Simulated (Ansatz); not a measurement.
Species: KAu (charge 0, singlet). 
Coordinates optimised at B3LYP-D3(BJ)/def2-TZVP (Ansatz, an electronic-structure program):
```xyz
2

K      0.0000     0.0000    -2.3756
Au     0.0000     0.0000     0.5713
```

Quantity: atomisation energy (electronic, to ground-state atoms), in kcal/mol. Valence correlation only, unless marked. Open shells are spin-unrestricted. No spin-orbit coupling. Frozen are the shells of the preceding noble gas and the d and f shells that filled before the atom's block. The outer core of K, Ca and their heavier congeners is not correlated, a term that matters for these elements. Past Kr the def2 sets carry scalar-relativistic core potentials. CBS(X,Y): correlation extrapolated as X^-3; Hartree-Fock from the larger set.

```
level                                       program  atomisation energy (kcal/mol)
-----------------------------------  --------------  -----------------------------
BLYP/def2-TZVPD                              Ansatz                           59.3
PBE0-D3(BJ)/def2-TZVP                Ansatz + dftd3                           54.9
PBE0-D3(BJ)/def2-TZVPD               Ansatz + dftd3                           55.2
BHLYP/def2-TZVPD                             Ansatz                           48.7
B2PLYP/def2-TZVPD                            Ansatz                           56.1
MP2/def2-TZVPP                               Ansatz                           56.0
MP2/def2-QZVPPD                              Ansatz                           61.8
RI-MP2/CBS(def2-TZVPPD,def2-QZVPPD)          Ansatz                           63.3
CCSD(T)/CBS(def2-TZVPP,def2-QZVPP)           Ansatz                           64.3
```

The T1 diagnostic of CCSD in the largest basis is 0.034, which is high, so the coupled-cluster rows are less sure than usual.
